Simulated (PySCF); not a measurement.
Ba(OH)2, optimised at PBE0/def2-TZVP:

```xyz
5

Ba     0.3450    -0.5023    -0.7140
O     -1.8608    -0.5114    -1.2590
O      1.2605    -1.8773     0.8463
H     -2.7976    -0.6858    -1.3258
H      1.4235    -2.5326     1.5219
```

Computed with PySCF (xtb for GFN2) and rigid-rotor harmonic-oscillator thermochemistry at 1 bar. All species are closed-shell singlets. Ba: scalar-relativistic def2 core potential, no spin-orbit coupling.

List the harmonic frequencies (cm⁻¹, unscaled) at this level and at the other levels, each on its own geometry.


- PBE0/def2-TZVP: 84, 362, 399, 416, 419, 450, 481, 3945, 3945
- GFN2-xTB: 85, 169, 208, 256, 273, 467, 564, 3639, 3641
- PBE/def2-SVP: 78, 296, 371, 376, 385, 474, 498, 3772, 3772
